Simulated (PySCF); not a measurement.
## Radial density of Ne (neon, neutral)

wB97M-V, [Ne], closed-shell 1S. All numbers are calculated (PySCF 2.14, the non-relativistic Hamiltonian (point nucleus), in dyall-av2z).

| r (bohr) | 4πr²ρ (e/bohr) |
| --- | --- |
| 0.00279 | 0.05714 |
| 0.00469 | 0.1562 |
| 0.00789 | 0.4135 |
| 0.0133 | 1.053 |
| 0.0223 | 2.487 |
| 0.0375 | 5.210 |
| 0.0631 | 8.895 |
| 0.106 | 10.91 |
| 0.179 | 8.216 |
| 0.300 | 5.192 |
| 0.505 | 7.251 |
| 0.850 | 6.979 |
| 1.43 | 2.609 |
| 2.40 | 0.3450 |
| 4.05 | 0.01117 |
| 6.80 | 7.248e-05 |
